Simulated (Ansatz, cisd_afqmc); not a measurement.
System: PbBr2, charge 0, singlet. PbBr2 (SMILES [Br][Pb][Br]).
B3LYP-D3(BJ)/def2-TZVP minimum from Ansatz (a quantum-chemistry and plane-wave program):
```xyz
3

Pb    -0.0040    -0.0060     0.7755
Br     1.1391    -1.6707    -0.9155
Br    -1.1297     1.6847    -0.9014
```
Charge 0, spin multiplicity 1.

Total energies in def2-SVP, 18 correlated electrons, 37 frozen orbitals. Open shells are spin-unrestricted; no spin-orbit coupling. Cores are frozen in correlated methods (noble-gas shells, and filled d and f shells in the p block). Past Kr the def2 sets carry scalar-relativistic core potentials. AFQMC is phaseless with a CISD trial state; ± is one standard error, without the phaseless bias. Outlying blocks are dropped, and bars are widened where a walk drifts. Over all cases where full CI ran beside it in this data, AFQMC minus full CI had a median of +0.1 mEh and passed +0.4 mEh in a tenth of the cases. Spin-orbit terms, left out, reach several kcal/mol for Br and I, and more for heavier atoms.

The bar of a AFQMC/CISD walk is widened from 0.39 to 0.51 mEh, since its error had not levelled off in the blocking analysis.

```tsv
method	program	energy (Eh)	minus CCSDT(Q) (mEh)
HF	Ansatz	-5336.15844	327.82
MP2	Ansatz	-5336.44967	36.59
CCSD	Ansatz	-5336.47572	10.54
CCSD(T)	Ansatz	-5336.48457	1.69
CCSDT(Q)	Ansatz	-5336.48626	0.00
AFQMC/CISD	cisd_afqmc	-5336.4867 ± 0.0006	-0.5 ± 0.6
```

Rough core times of Ansatz's runs on a shared machine: CCSD(T) under 20 s, CCSDT(Q) 2 min.
